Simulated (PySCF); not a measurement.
Structure problem from calculated spectra and properties.

Formula: C5H11BO3.

| Item | Value |
| --- | --- |
| Valence photoelectron | vertical ionisation energy: 10.46 eV [ΔSCF CAM-B3LYP/def2-SVPD] |
| Rotational structure | rotational constants A, B, C: 2.553, 1.237, 0.877 GHz [PBE0-D3(BJ)/def2-SVP] |
| 13C NMR | chemical shifts (computed TMS as zero) by class: 76.3 (1 C), 66.1 (1 C), 37.6 (1 C), 35.4 (1 C), 12.0 (1 C) ppm [GIAO KT2/pcSseg-1] |
| Triplet | lowest triplet excitation (Tamm–Dancoff): 7.54 eV [TDA CAM-B3LYP/def2-SVPD] |
| XPS | B1s 197.7, C1s 290.4, C1s 290.6, C1s 290.9, C1s 292.2, C1s 292.4, O1s 538.1, O1s 538.4, O1s 538.7 eV [ΔSCF SCAN, pcX-2 on the ionised atom, pcseg-1 elsewhere, spin-free X2C] |
| UV, strongest line | among the 10 lowest singlet transitions: S10 at 9.06 eV (137 nm, f = 0.061) [TDDFT CAM-B3LYP/def2-SVPD] |

Electronic properties: PySCF, gas phase, density fitting. Levels stand in brackets. The structure is a single PBE0-D3(BJ)/def2-SVP conformer in the gas phase; no vibrational or solvent corrections. NMR values are class means; diastereotopic atoms form classes of their own.

Task: Propose a structure and show how it fits.

Result: Numbering: `[CH3:1][CH2:2][C@H:3]1[CH2:4][CH2:5][O:6][B:7]([OH:8])[O:9]1`. 5 carbons fall into 5 classes; from least to most shielded: ring sp3 carbon bound to oxygen [C3] (76.3 ppm), ring sp3 carbon bound to oxygen [C5] (66.1 ppm), ring CH2 carbon [C4] (37.6 ppm), chain CH2 carbon [C2] (35.4 ppm), methyl carbon [C1] (12.0 ppm). The core levels belong to: B1s 197.7 eV, three-coordinate boron [B7]; C1s 290.4 eV, methyl carbon [C1]; C1s 290.6 eV, chain CH2 carbon [C2]; C1s 290.9 eV, ring CH2 carbon [C4]; C1s 292.2 eV, sp3 carbon bound to oxygen [C3]; C1s 292.4 eV, sp3 carbon bound to oxygen [C5]; O1s 538.1 eV, boron-bound oxygen [O9]; O1s 538.4 eV, boron-bound oxygen [O6]; O1s 538.7 eV, boron-bound oxygen [O8]. The first electron is taken from the HOMO, whose largest Löwdin shares are 0.39 on a boron-bound oxygen, 0.14 on a boron-bound oxygen, 0.13 on an sp3 carbon bound to oxygen and 0.07 on the methine hydrogen. The optimised geometry has point group C1 and is an asymmetric top. Structure: `CC[C@H]1CCOB(O)O1`. Computed isomers that give other values at the same levels: `CC(C)OB1OCCO1` (13C chemical shifts (computed TMS as zero) by class: 70.3 (1 C), 68.1 (2 C), 25.4 (2 C) ppm). The assignments are read from this structure; whether some other isomer fits the data as well wasn't checked. The mirror image fits equally.
